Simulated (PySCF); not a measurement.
```xyz
3
charge 0 multiplicity 2, angstrom
As   -0.1246    0.1250    0.1963
N     0.6190   -0.6209   -1.1415
H     0.6628   -0.6648    1.2684
```

Method: UPBE0/[As def2-TZVP, N def2-TZVP, H def2-TZVP], no relativity, density fitting, PySCF.

This geometry of HAsN is a stationary point at this level.

**Question.** What is the point group?

**Answer.** Cs.

**Question.** Is it a minimum?

**Answer.** Yes: all harmonic wavenumbers are real.

**Question.** List the harmonic modes with their infrared intensities.

**Answer.** 
```json
{"symmetry": "a'", "ω (cm⁻¹)": "660", "IR (km/mol)": "21.1", "type": "bend"}
{"symmetry": "a'", "ω (cm⁻¹)": "856", "IR (km/mol)": "3.7", "type": "stretch"}
{"symmetry": "a'", "ω (cm⁻¹)": "2053", "IR (km/mol)": "82.8", "type": "stretch"}
```

**Question.** Give the ideal-gas entropy at 298.15 K and 1 bar by parts.

**Answer.** translation 165.0, rotation 81.8, vibration 2.2, spin 5.8; total 254.7 J/(mol K).

**Question.** What is the atomisation energy, with and without zero-point energy?

**Answer.** 581 kJ/mol without, 560 kJ/mol with.

This need not be the most stable arrangement of these atoms.
